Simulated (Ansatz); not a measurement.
`FB[SiH2]Cl` + `N=C=O` → `O=C=NBF` + `[SiH3]Cl` at 400 K and 1 bar (cleavage of the B–Si bond).

Gas-phase electronic energies from Ansatz, PBE0-D4/def2-TZVP geometries. CBS: MP2 limit from def2 TZ/QZ plus the TZ coupled-cluster correction, frozen cores. This one scheme is used for every species. One conformer a species, not always the lowest.

```tsv
species	CCSD(T)/CBS energy (Eh)	H − E (kJ/mol)	S (J/(mol·K))
`FB[SiH2]Cl`	-875.32301	115.1	353.0
`N=C=O`	-168.51995	72.4	252.4
`O=C=NBF`	-293.20193	100.2	323.0
`[SiH3]Cl`	-750.69636	85.8	267.3
```

H − E and S are ideal-gas, rigid-rotor, harmonic terms from PBE0-D4/def2-TZVP, for one conformer and one mirror image of each species. 1 Eh = 2625.50 kJ/mol, R = 8.31446 J/(mol·K).

**Question.** By hand: ΔE, ΔH, ΔS and ΔG.

**Answer.** ΔE = (-293.20193) + (-750.69636) − (-875.32301) − (-168.51995) = -0.05533 Eh = -145.3 kJ/mol. Δ(H − E) = 100.2 + 85.8 − 115.1 − 72.4 = -1.5, so ΔH = -146.8 kJ/mol. ΔS = 323.0 + 267.3 − 353.0 − 252.4 = -15.1 J/(mol·K). ΔG = -146.8 − 400 × (-15.1)/1000 = -140.8 kJ/mol.

**Question.** By hand: the equilibrium constant, and the temperature at which ΔG would vanish if ΔH and ΔS stayed fixed.

**Answer.** log₁₀ K = −ΔG/(RT ln 10) = 18.4. ΔG = 0 at ΔH/ΔS = 9722 K, far beyond where these terms or the molecules hold.

ΔH outweighs TΔS. A doubt of 5 kJ/mol in ΔE shifts log₁₀ K by 0.7 here. Other conformers and mirror images would add mixing entropy, several J/(mol·K) or more a flexible species. These are equilibria of isolated gas molecules and say nothing of rates. Largest T1 diagnostic: 0.018 (customary marks: 0.02 for closed shells, 0.045 for open ones).
